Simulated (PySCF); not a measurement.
## ICl2 at several levels of theory

All levels use the PBE0 minimum (doublet; I–Cl 2.421 Å (×2); Cl–I–Cl 151.0°), basis [I def2-TZVP with ECP28, Cl def2-TZVP], scalar-relativistic core potentials, density fitting, no spin–orbit coupling, PySCF. For vertical energies the ionised species is a triplet (spins chosen at PBE0 and kept) and the electron-attached one a singlet. Atomisation goes to high-spin ground-configuration atoms, without zero-point energy. Open shells are unrestricted, also as the reference of the correlated levels. A dash marks a value that was not computed or is not defined at that level.

Z-matrix (Å, degrees; charge 0 multiplicity 2):
```
I
Cl 1 2.4211
Cl 1 2.4211 2 151.05
```

```csv
level,atomisation (kJ/mol),vertical IP (eV),vertical EA (eV),−ε(HOMO) (eV),dipole (D)
PBE0,340,10.13,3.58,8.00,0.94
HF,54,9.80,3.11,10.80,0.95
MP2,295,10.67,3.80,–,–
PBE,398,9.69,3.31,6.70,0.87
r2SCAN,361,9.91,3.47,7.01,0.91
```

Spin contamination in at least one species weakens the values at: HF, MP2.

Without diffuse functions attachment energies tend to come out too low.

No spin–orbit coupling is included, which matters more the heavier the element.
